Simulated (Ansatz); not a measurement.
Wavefunction ladder for C10H10Cl2Ti (`[Cl][Ti]12345678([Cl])([C@H]9[C@@H]1[C@@H]2[C@@H]3[C@H]94)[C@H]1[C@@H]5[C@@H]6[C@@H]7[C@H]18`)

```xyz
23

Cl   -1.1300   -2.3149    0.9664
Ti   -0.1799   -0.2485    0.5091
Cl   -0.1639    0.5273    2.6952
C    -2.4872    0.3235    0.2165
C    -2.0115   -0.1981   -1.0097
C    -1.0294    0.6730   -1.4998
C    -0.8761    1.7278   -0.5661
C    -1.8058    1.5207    0.4713
C     1.4460   -0.9431   -1.0468
C     1.6165   -1.7836    0.0704
C     2.0022   -0.9917    1.1597
C     2.1159    0.3451    0.7101
C     1.7877    0.3741   -0.6519
H    -3.2023   -0.1514    0.8685
H    -2.3187   -1.1290   -1.4591
H    -0.4790    0.5548   -2.4196
H    -0.1935    2.5596   -0.6449
H    -1.9173    2.1363    1.3477
H     1.1392   -1.2578   -2.0321
H     1.4099   -2.8400    0.0998
H     2.1291   -1.3279    2.1760
H     2.3638    1.1965    1.3238
H     1.7843    1.2473   -1.2846
```

Charge 0, multiplicity 1. Correlated methods include outer-core shells of Ti, which these sets cover unevenly. Scalar relativity is left out up to krypton. The geometry is a stationary point of PBE0-D4/def2-TZVP. Frozen core, restricted reference, the Gaussian-basis code of Ansatz.

| basis | HF (Eh) | MP2 corr. |
| --- | --- | --- |
| def2-SVP | -2151.32887 | -1.99661 |
| def2-TZVPP | -2152.18027 | -2.51452 |
| def2-QZVPP | -2152.23548 | -2.68948 |

(1) Estimate the CCSD correlation energy and the (T) correction in each basis where they were run (hartree).

Results:

(1) 
```
     basis  CCSD corr.       (T)
  def2-SVP    -2.01686  -0.11157
def2-TZVPP    -2.50915  -0.15878
```
